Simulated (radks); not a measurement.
Problem. These are the eigenvalues of the occupied orbitals of an atom or ion with whole-number occupations (eV). All-electron calculation, Dirac Kohn-Sham, PBE, spin-unpolarised, spherical densities, finite nucleus; Fermi nuclear charge, rms radius of each element as measured or else 0.836 A^(1/3) + 0.57 fm. Program: a radial shooting solver on a logarithmic mesh with Libxc functionals.

| orbital | eigenvalue |
|---|---|
| 1s1/2 | -41780.12 |
| 2s1/2 | -6723.271 |
| 2p1/2 | -6354.756 |
| 2p3/2 | -5872.522 |
| 3s1/2 | -1454.804 |
| 3p1/2 | -1298.019 |
| 3p3/2 | -1202.476 |
| 3d3/2 | -928.8520 |
| 3d5/2 | -908.2596 |
| 4s1/2 | -293.6653 |
| 4p1/2 | -234.9932 |
| 4p3/2 | -214.4439 |
| 4d3/2 | -118.1200 |
| 4d5/2 | -114.5163 |
| 5s1/2 | -44.7718 |
| 5p1/2 | -29.2138 |
| 5p3/2 | -26.4290 |
| 6s1/2 | -8.0717 |
| 4f5/2 | -7.1191 |

Which element is it, and in what charge state? The configuration may be excited. Open shells, if any, fill j = l - 1/2 first.

Solution. Z = 59, praseodymium, charge +1: Pr+ in [Xe] 4f3 6s1. The list shows which subshells hold electrons but not how many an open one holds; the 1s level, -1535.4 hartree, gives Z - s = 55.4 by -(Z - s)^2/2, which with screening and relativity narrows Z to a few neighbours, and the depths of the outer levels then fix element, charge and occupations together.
